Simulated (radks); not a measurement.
Q: The mean radii <r> (bohr) of the occupied orbitals of an atom or ion are listed with their occupations. Method: Dirac Kohn-Sham, PBEsol, spin-unpolarised, spherical densities, point nucleus; computed with a radial shooting solver on a logarithmic mesh with Libxc functionals.

| orbital | occ. | <r> |
|---|---|---|
| 1s1/2 | 2 | 0.02151 |
| 2s1/2 | 2 | 0.09102 |
| 2p1/2 | 2 | 0.07595 |
| 2p3/2 | 4 | 0.08291 |
| 3s1/2 | 2 | 0.2391 |
| 3p1/2 | 2 | 0.2288 |
| 3p3/2 | 4 | 0.2419 |
| 3d3/2 | 4 | 0.2143 |
| 3d5/2 | 6 | 0.2184 |
| 4s1/2 | 2 | 0.5274 |
| 4p1/2 | 2 | 0.5347 |
| 4p3/2 | 4 | 0.5608 |
| 4d3/2 | 4 | 0.5773 |
| 4d5/2 | 6 | 0.5856 |
| 5s1/2 | 2 | 1.100 |
| 5p1/2 | 2 | 1.160 |
| 5p3/2 | 4 | 1.210 |
| 5d3/2 | 1 | 1.369 |
| 6s1/2 | 2 | 2.090 |

Name the element and its charge. Open shells, if any, fill j = l - 1/2 first.

A: Z = 65, terbium, charge +8: Tb8+ in [Xe] 5d1 6s2. The 1s radius gives Z: for a bare nucleus <r> = (2 gamma + 1)/(2Z) with gamma = sqrt(1 - (Z/c)^2), 0.02124 bohr for Z = 65, and screening makes it slightly larger (0.02151 here). The occupations add up to 57, and the charge is Z minus that.
